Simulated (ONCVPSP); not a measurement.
**What one change does to a pseudopotential (barium, ONCV)**

Ba, optimised norm-conserving Vanderbilt (ONCV), made with ONCVPSP 4.0.1 (PBE, scalar-relativistic). Core [Kr] 4d10, reference 5s2 5p6 6s2. Waves: 5s+6s: rc 3.10 bohr, ncon 3, nbas 7, qcut 4.4 1/bohr, 2 projectors; 5p: rc 2.85 bohr, ncon 4, nbas 7, qcut 5.3 1/bohr, 1 projector; d scattering state at 0.04 Ha: rc 3.35 bohr, ncon 4, nbas 7, qcut 3.1 1/bohr, 2 projectors, debl 1.2 Ha. Local part: polynomial inside 1.85 bohr (lpopt 5, dvloc0 0 Ha). Core correction: Teter function, fcfact 3.75, rcfact 1.2.

In the d channel the program set the typed energies aside and used -0.074, 1.126 Ha.

All-electron outer shells of the reference configuration (PBE, scalar-relativistic, ld1.x):

```json
{"shell": "5s", "level (eV)": "-33.67", "outermost node (bohr)": "0.80", "outermost maximum (bohr)": "1.47"}
{"shell": "5p", "level (eV)": "-18.74", "outermost node (bohr)": "0.86", "outermost maximum (bohr)": "1.67"}
{"shell": "6s", "level (eV)": "-3.23", "outermost node (bohr)": "1.97", "outermost maximum (bohr)": "4.16"}
```

Change: p: rc 2.76.

Cutoffs: the cutoffs (Ha) at which the residual kinetic energy of the hardest occupied pseudo-wave falls to 1 and 0.1 mHa per electron; they do not see the model core or the augmentation charge, which bear on the density cutoff. Errors are all-electron minus pseudo energies relative to the spin-unpolarised reference configuration.

What does the change do?

The potential gets harder (4.7 Ha and 8.6 Ha → 6.1 Ha and 9.3 Ha); both files keep a bound ghost (d); the errors of the 4 common tests hardly move. A smaller radius makes the pseudo-wave follow the all-electron one further in, where it bends more sharply, so more plane waves are needed.

```csv
quantity,base,changed
"cutoff, loose",4.7 Ha,6.1 Ha
"cutoff, tight",8.6 Ha,9.3 Ha
loose cutoff by channel,"s 4.7 Ha, p 4.4 Ha","s 4.7 Ha, p 6.1 Ha"
bound ghosts,d,d
GHOST(+) flags under 300 eV,s at 41.6 eV,s at 41.6 eV
"error for 5s2 5p6 6s1, meV [ΔE 5.36 eV]",-0.7,-0.7
"error for 5s2 5p6 6s0, meV [ΔE 15.34 eV]",-2.8,-3.1
"error for 5s2 5p6 6s1.5, meV [ΔE 2.14 eV]",-0.2,-0.2
"error for 5s1 5p6 6s2, meV [ΔE 38.80 eV]",-187,-197
s: phases at 3.14 bohr within 0.05 rad from the reference energy up to (Ha; the scan ends near 5),1.3,1.3
d: phases at 3.40 bohr within 0.05 rad from the reference energy up to (Ha; the scan ends near 5),3.2,3.2
"rms error of d²Exc/dni dnj with the model core, mHa",0.42,0.45
```

 A true bound ghost makes a file unfit for plane-wave use even where its test errors are small: the radial tests pick states by their node count and pass the ghost by.
